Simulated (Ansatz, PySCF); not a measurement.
Gas-phase reaction R1 + 0.5 R2 → P1, each structure at its B3LYP-D3(BJ)/def2-TZVP stationary point, reached from a drawn start (curvature not checked).
R1, GeO (SMILES [O+]#[Ge-]) (charge 0, multiplicity 1):
```xyz
2

Ge    -0.009    -0.018    -0.816
O      0.009     0.018     0.816
```
P1: GeO2 (SMILES [O]=[Ge]=[O]), charge 0, multiplicity 1.
R2, O2 (SMILES O=O) (charge 0, multiplicity 3):
```xyz
2

O      0.00000     0.00000     0.60215
O      0.00000     0.00000    -0.60215
```

Quantity: the reaction energy.

P less R. No zero-point or thermal terms; singlets are restricted closed shells; open shells are unrestricted; no spin–orbit coupling.

Frozen-core correlation throughout. In cc and def2 sets filled d and f shells under p-block atoms count as core. CBS: X⁻³ extrapolation of the correlation energy, Hartree–Fock from the larger set.

Codes used: Ansatz (a program for electronic structure) with Gaussian orbitals; PySCF for the D3/D4 terms. All values are computed, each at the level named.

Costs are ratios of core time to PBE/def2-TZVPP (roughly 2.4 s), for whole runs (searches for the state included, and forces where a run took them) on one shared machine, so rough; each difference counts from -16.26 kcal/mol (CCSD(T)/CBS(cc-pVTZ, cc-pVQZ), a level with limits of its own).

```csv
level,basis functions,cost
SVWN5/def2-TZVPP,110,×0.9
revPBE-D3(BJ)/def2-TZVPP,110,×1
PBE/def2-TZVPP,110,×1
PBE0-D3(BJ)/def2-TZVPP,110,×1
B3LYP-D3(BJ)/def2-TZVPP,110,×1
CCSD(T)/cc-pVDZ,55,×2
r2SCAN/def2-TZVPP,110,×2
CAM-B3LYP-D3(BJ)/def2-TZVPP,110,×2
wB97X-V/def2-TZVPP,110,×2
wB97M-V/def2-TZVPP,110,×3
CCSD(T)/cc-pVTZ,103,×4
CCSD(T)/cc-pVQZ,178,×20
```

Which is the cheapest listed level whose difference stays within 1.00 kcal/mol?

none of those listed.

What does the step from CCSD(T)/cc-pVTZ to CCSD(T)/cc-pVQZ cost and buy?

103 to 178 functions, cost ×4 (rough); the difference goes from 3.72 to 1.47 kcal/mol.

Each difference (kcal/mol): SVWN5/def2-TZVPP -2.26; revPBE-D3(BJ)/def2-TZVPP 4.63; PBE/def2-TZVPP 3.38; PBE0-D3(BJ)/def2-TZVPP 6.36; B3LYP-D3(BJ)/def2-TZVPP 7.97; CCSD(T)/cc-pVDZ 14.44; r2SCAN/def2-TZVPP 3.70; CAM-B3LYP-D3(BJ)/def2-TZVPP 8.90; wB97X-V/def2-TZVPP 7.54; wB97M-V/def2-TZVPP 8.32; CCSD(T)/cc-pVTZ 3.72; CCSD(T)/cc-pVQZ 1.47.
